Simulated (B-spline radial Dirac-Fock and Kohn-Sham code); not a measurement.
Atomic SCF run for Te

ΔSCF core binding energies without Breit or QED terms, calculated with a radial finite-basis atomic code. Keys: rel is the Hamiltonian (dirac, or spin-free x2c and nr, where L3 and M5 stand for the whole 2p and 3d shells), method is hf or an exchange,correlation pair (spin-unpolarised, also for the hole states), nuc the nuclear model, radius_factor scales its radius, rmax is the box in bohr, h the logarithmic mesh step, order the B-spline order, points the quadrature points per cell, c_factor scales the speed of light, and damp, ndamp, maxit and tol steer the iteration. The run stops when the commutator error falls below 10·tol·max(1, Z/10), or the numerical noise floor, and the energy has settled to about 1e-8 Ha; the virial ratio is −V/T.

Input (task.json):

```json
{"items": [{"Z": 52, "q": 0, "cfg": [[1, 0, 2], [2, 0, 2], [2, 1, 6], [3, 0, 2], [3, 1, 6], [3, 2, 10], [4, 0, 2], [4, 1, 6], [4, 2, 10], [5, 0, 2], [5, 1, 4]], "A": 130, "rrms": 4.7423, "do": "settings", "holes": ["K", "L3", "M5"],
  "settings": [{"rel": "dirac", "method": "hf", "nuc": "fermi", "radius_factor": 1.0, "rmax": 45.0, "h": 0.3, "order": 8, "points": 10, "c_factor": 1.0, "maxit": 80, "damp": 0.5, "ndamp": 3, "tol": 1e-08, "cfg": "1s2 2s2 2p6 3s2 3p6 3d10 4s2 4p6 4d10 5s2 5p6"}]}]}
```

Command: `python xray2_run.py task.json out`

Ground-state iterations:

```
iter   energy (Ha)        error
   1    -6791.42415097  1.78e+00
   2    -6792.54031180  1.99e-01
   3    -6790.59204989  1.04e-01
   4    -6793.19375713  9.63e-02
   5    -6790.36081637  1.37e-01
   6    -6793.39939984  5.65e-02
   7    -6792.64632674  7.78e-02
   8    -6793.54539583  2.80e-02
   9    -6793.59816613  1.39e-02
  10    -6792.63838322  7.53e-02
  11    -6792.63836170  7.53e-02
  12    -6792.63878730  7.52e-02
  13    -6792.63741674  7.53e-02
  14    -6792.64190134  7.58e-02
  15    -6792.64828298  7.53e-02
  23    -6792.63094354  7.65e-02
  31    -6793.54231970  3.19e-02
  39    -6792.63526042  7.56e-02
  47    -6793.59021076  1.75e-02
  55    -6793.60354583  1.42e-02
  63    -6793.64272927  5.22e-03
  71    -6793.64666311  9.49e-08
```

The ground state converged in 71 iterations, with total energy -6793.64666 Ha, virial ratio 1.94555 and highest orbital energy 0.99 eV. Holes are computed only in closed shells, and unreliable hole states are left out.

Question: One setting is unsound. Which, and why?

Answer: cfg describes an anion whose outer electrons are not bound. With the default settings (Dirac Hartree-Fock): The ground state converged in 10 iterations, with total energy -6793.70326 Ha, virial ratio 1.94555 and highest orbital energy -9.22 eV. ΔSCF binding energies: K (1s) 31930.8 eV, L3 (2p3/2) 4359.3 eV, M5 (3d5/2) 581.7 eV.
